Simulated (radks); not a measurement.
Values are calculated unless marked as measured or tabulated.
Trend from Be2+ to Ne2+: ionisation energy by Delta-SCF between NIST ground configurations, and size. Code: a radial shooting solver on a logarithmic mesh with Libxc functionals. Model: non-relativistic Kohn-Sham, PBEsol, spin-unpolarised, spherical densities, point nucleus.

species,configuration,configuration of the ion,IE (eV),NIST (eV),kind,-e(HOMO) (eV),outermost,<r> outermost (bohr),r at 0.001 e/bohr^3 (bohr)
Be2+,[He],1s1,157.71,153.90,theory,131.37 (1s),1s,0.419,1.48
B2+,[He] 2s1,[He],37.144,37.931,exp.,31.270 (2s),2s,1.65,2.88
C2+,[He] 2s2,[He] 2s1,47.943,47.888,exp.,40.160 (2s),2s,1.36,2.80
N2+,[He] 2s2 2p1,[He] 2s2,46.887,47.445,semi-emp.,37.367 (2p),2s,1.17,2.69
O2+,[He] 2s2 2p2,[He] 2s2 2p1,53.710,54.936,semi-emp.,43.115 (2p),2s,1.03,2.58
F2+,[He] 2s2 2p3,[He] 2s2 2p2,60.494,62.708,semi-emp.,48.883 (2p),2s,0.921,2.47
Ne2+,[He] 2s2 2p4,[He] 2s2 2p3,67.293,63.423,exp.,54.706 (2p),2s,0.832,2.38

Reference values: NIST Atomic Spectra Database (exp. = measured, semi-emp. = semi-empirical, theory = theoretical value adopted there). Spin polarisation and multiplet splitting are left out, so open shells lie too high by an amount that depends on their filling.

Beside tabulated values, note that spin-unpolarised runs miss the spin-polarisation part of the exchange energy of open shells.
